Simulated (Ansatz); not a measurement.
Ti2B2. The state is a quintet with charge 0. Geometry r2SCAN-D4/def2-SVP; atoms count from 1.

```xyz
4

Ti   -1.338    0.257    0.442
Ti    1.032    0.415    0.903
B     0.180    0.361   -1.050
B     0.126   -1.033   -0.295
```

The charge 0 quintet is spin-contaminated (final ⟨S²⟩ up to 6.19, 6.00 for a pure state). The structure comes from a short search, and lower isomers may exist.

**Question.** Estimate the Mulliken populations from the PBE0/def2-TZVP orbitals of Ansatz.

**Answer.** 
| atom | charge (e) | spin (α − β) | d electrons |
| --- | --- | --- | --- |
| Ti1 | 0.33 | 2.13 | 2.65 |
| Ti2 | 0.33 | 2.13 | 2.65 |
| B3 | -0.37 | 0.14 | – |
| B4 | -0.30 | -0.40 | – |
Mulliken values and Mayer orders depend strongly on the basis.

**Question.** Where does the spin sit?

**Answer.** Summed by element: Ti 4.26, B -0.26, of 4 unpaired in all. Largest on single atoms: Ti2 2.13, Ti1 2.13, B4 -0.40.

**Question.** And the Mayer bond orders between bonded heavy atoms (over 0.3)?

**Answer.** Ti1–Ti2 1.62 (2.42 Å); Ti1–B3 1.01 (2.13 Å); Ti1–B4 1.04 (2.09 Å); Ti2–B3 1.01 (2.13 Å); Ti2–B4 1.04 (2.09 Å); B3–B4 1.25 (1.59 Å).
